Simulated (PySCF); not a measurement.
**Electron correlation in In⁻ (indium, charge -1)**

Starting occupation: [Kr] 4d10 5s2 5p2, 5p1/2 with m_j = -1/2, +1/2. All numbers are calculated (PySCF 2.14, X2C-1e with screened-nucleus spin-orbit coupling, Gaussian nucleus, in x2c-TZVPall-2c with one added diffuse shell each of s, p, d, f type (9s10p6d3f, 90 functions)). Frozen: [Ar] 3d10; 22 electrons correlated; the 6 highest virtual spinors left out.

MP2 pair energies summed by pair of shells (mhartree):

```tsv
pair	energy	share (%)
4d-4d	-176.45	42.5
4d-4p	-67.23	16.2
4d-5s	-56.35	13.6
5p-5s	-22.25	5.4
4p-4p	-21.80	5.2
4d-5p	-17.83	4.3
5s-5s	-14.64	3.5
4d-4s	-14.22	3.4
4p-4s	-10.55	2.5
4p-5s	-5.92	1.4
5p-5p	-4.25	1.0
4s-4s	-1.71	0.4
4p-5p	-1.46	0.4
4s-5s	-0.53	0.1
4s-5p	-0.15	0.0
```

Total MP2 correlation energy: -415.34 mhartree.

The GHF reference relaxed away from the jj start to a determinant that is no pure jj level (⟨S²⟩ = 2.00, ⟨J²⟩ = 1.58); the energies belong to that determinant.

This basis was not built for core-valence correlation, so the inner-shell part is incomplete.
